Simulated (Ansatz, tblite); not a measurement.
Isomers of Ga2Te3 (singlet), found by a short tight-binding search and relaxed with r2SCAN-D4/def2-SVP in Ansatz.

In the def2 sets Te takes a core potential; there is no spin–orbit coupling. The xTB rows come from tblite. Correlated methods freeze 30 core orbitals; core or outer-core shells of Ga, Te are correlated, in sets that lack core-valence functions.

Run but left out: HF/def2-SVP, HF/def2-TZVP (A: restricted singlet, unstable towards broken spin symmetry).

A: At CCSD(T)/def2-SVP the restricted singlet (for correlated methods, its reference) is unstable: a solution with broken spin symmetry lies lower.

Other spin states were run for one of them alone.

A:

```xyz
5

Ga   -0.020   -0.083   -0.937
Ga   -1.275    0.444    1.781
Te   -2.397    0.453   -0.759
Te    2.342   -0.644   -1.425
Te    1.351   -0.170    1.341
```

B:

```tsv
atom	x (Å)	y (Å)	z (Å)
Ga1	-1.4956	0.4487	-1.5906
Ga2	1.2146	0.6591	1.7488
Te3	0.4068	-1.6026	-0.2288
Te4	1.4190	0.8002	-1.2012
Te5	-1.5448	-0.3054	1.2718
```

C:

```
atom   x (Å)   y (Å)   z (Å)
 Ga1   0.756   0.669  -0.672
 Ga2  -1.646  -0.730   0.454
 Te3   1.339  -1.664   0.283
 Te4   0.782   0.607   1.914
 Te5  -1.231   1.118  -1.979
```

Task: Estimate which lies lowest at each level, and how far above it the others are (kcal/mol).

Result: 
| level | A | B | C |
| --- | --- | --- | --- |
| GFN1-xTB | 0.0 | 8.3 | 7.1 |
| GFN2-xTB | 7.9 | 0.0 | 11.6 |
| PBE-D4/def2-TZVP | 0.0 | 6.6 | 6.8 |
| r2SCAN-D4/def2-TZVP | 0.0 | 14.1 | 9.2 |
| PBE0-D4/def2-TZVP | 0.0 | 8.7 | 6.9 |
| r2SCAN0-D4/def2-TZVP | 0.0 | 13.6 | 8.6 |
| MP2/def2-SVP | 0.0 | 18.6 | 7.5 |
| CCSD/def2-SVP | 0.0 | 13.7 | 6.9 |
| CCSD(T)/def2-SVP | 0.0 | 15.3 | 7.0 |
Point groups (tolerance 0.1 Å): A Cs, B C2v, C Cs. Lower isomers may exist.
